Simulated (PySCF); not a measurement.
Excitations are Tamm–Dancoff values on a coarser integration grid. The basis has no diffuse functions, so Rydberg states are missing or too high.

C2H6OS, SMILES `COCS` (C–O–C–S torsion -69°, O–C–S–H torsion -68°) (charge 0, multiplicity 1)

Level of theory: PBE-D3(BJ)/def2-TZVP // PBE0-D3(BJ)/def2-TZVP run with PySCF.

The HOMO comes out as -5.88 eV and the dipole moment comes out as 0.79 D. The HOMO–LUMO gap is 5.43 eV and the LUMO is -0.45 eV. The S1 excitation (TDA) is 5.59 eV. The S1 oscillator strength is 0.003. The T1 excitation (TDA) comes out as 5.11 eV and the S1–T1 gap (TDA) is 0.47 eV. The total energy is -552.9362 Ha. The cost is about 120 core-seconds (a rough figure).

```xyz
10

C     -1.3483     0.3671     0.0503
O     -0.3371    -0.0691    -0.8256
C      0.7319    -0.6795    -0.1891
S      1.7826     0.4190     0.8178
H     -1.7650    -0.4743     0.6201
H     -2.1335     0.8077    -0.5625
H     -0.9688     1.1176     0.7519
H      0.3997    -1.4544     0.5147
H      1.3432    -1.1406    -0.9630
H      2.2954     1.1065    -0.2147
```
Charge 0, spin multiplicity 1.
